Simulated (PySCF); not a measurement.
C2H5BN2, SMILES N1=CB(N)C1.

The structure is a stationary point at PBE0-D3(BJ)/def2-SVP. The structure was generated by enumeration, and PubChem lists no compound with its InChIKey, so it may never have been made. One conformer was computed; it need not be the lowest.

Two levels are set side by side: PBE/def2-TZVP (PySCF) and CAM-B3LYP/def2-TZVP (PySCF). Same geometry, gas phase. Differences are taken from unrounded values.

```
quantity                     CAM-B3LYP    PBE  PBE minus CAM-B3LYP
---------------------------  ---------  -----  -------------------
orbital gap (eV)                  8.54   3.33                -5.21
highest occupied level (eV)      -8.32  -5.38                 2.94
lowest empty level (eV)           0.22  -2.05                -2.27
dipole moment (D)                 3.94   3.86                -0.08
mean polarisability (bohr³)       49.2   52.2                  2.9
```

Without exact exchange PBE keeps part of each electron's self-repulsion, which lifts occupied levels and narrows the gap. PBE's more diffuse valence density responds more strongly to a field. Differences between two approximate levels are no errors against the true value.

Rough cost on one machine, each run with all the roots and properties that it gave: CAM-B3LYP against PBE within a factor of 2.
